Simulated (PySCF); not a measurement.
BHBr2, SMILES BrBBr. Heavy atoms are numbered as in [BH:1]([Br:3])[Br:4]. Hydrogens are named by the atom that carries them.

Geometry: PBE-D3(BJ)/def2-TZVP.

All values below come from PBE0/pcSseg-2 run with PySCF.

GIAO shieldings, no solvent; atoms alike by connectivity are averaged. δ = σ(ref) − σ: ¹¹B against BF3 (σ = 88.8 ppm); ¹H against TMS (σ = 31.54 ppm), references at their B3LYP-D3(BJ)/def2-TZVP geometries, non-relativistic (without spin–orbit terms, shifts of atoms bonded to Cl or Br come out too high).

```
nucleus    atoms  count  δ (ppm)
-------  -------  -----  -------
¹¹B      B1 (BH)      1     69.7
¹H       H on B1      1     7.88
```
